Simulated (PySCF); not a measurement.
trifluoro(methoxy)methane (C₂H₃F₃O), SMILES COC(F)(F)F.

Geometry: PBE0-D3(BJ)/def2-SVP.

Calculation: PBE0-D3(BJ)/def2-SVP run with PySCF 2.14.0.

Frequencies are harmonic and unscaled.

Estimate the vibrational spectrum. (The exact figures need the calculation; the answer reports its results.)


| mode | ν (cm⁻¹) | IR (km/mol) | Raman (Å⁴/amu) | depolarisation | moving atoms (share of kinetic energy) |
|---|---|---|---|---|---|
| 1 | 91 | 2.3 | 0.1 | 0.75 | H 55 %, F 19 %, C 17 %, O 8 % |
| 2 | 160 | 3.0 | 0.1 | 0.75 | H 61 %, F 17 %, O 12 %, C 11 % |
| 3 | 268 | 4.7 | 0.3 | 0.35 | F 41 %, C 34 %, H 20 % |
| 4 | 445 | 0.3 | 0.8 | 0.75 | F 74 %, O 24 % |
| 5 | 456 | 4.9 | 0.7 | 0.58 | F 71 %, C 13 %, O 11 % |
| 6 | 604 | 8.3 | 1.7 | 0.68 | F 66 %, C 17 %, O 13 % |
| 7 | 633 | 4.0 | 1.0 | 0.75 | F 75 %, O 17 % |
| 8 | 677 | 1.2 | 1.6 | 0.68 | F 60 %, O 25 %, C 9 % |
| 9 | 882 | 6.9 | 5.8 | 0.04 | F 68 %, O 19 %, C 8 % |
| 10 | 1147 | 37.2 | 2.2 | 0.60 | O 44 %, C 40 %, F 10 % |
| 11 | 1179 | 4.9 | 2.8 | 0.75 | H 76 %, C 18 % |
| 12 | 1201 | 49.3 | 1.8 | 0.60 | H 63 %, C 29 % |
| 13 | 1232 | 396.3 | 0.6 | 0.75 | C 79 %, F 20 % |
| 14 | 1302 | 308.8 | 1.6 | 0.25 | C 62 %, O 18 %, H 12 % |
| 15 | 1366 | 564.3 | 0.1 | 0.55 | C 72 %, F 11 %, O 9 % |
| 16 | 1466 | 3.9 | 15.1 | 0.75 | H 96 % |
| 17 | 1482 | 87.7 | 10.1 | 0.75 | H 86 %, C 9 % |
| 18 | 1487 | 31.1 | 6.5 | 0.73 | H 82 %, C 15 % |
| 19 | 3064 | 24.3 | 113.3 | 0.02 | H 97 % |
| 20 | 3162 | 12.6 | 48.1 | 0.75 | H 90 %, C 10 % |
| 21 | 3209 | 4.8 | 67.8 | 0.62 | H 90 %, C 10 % |
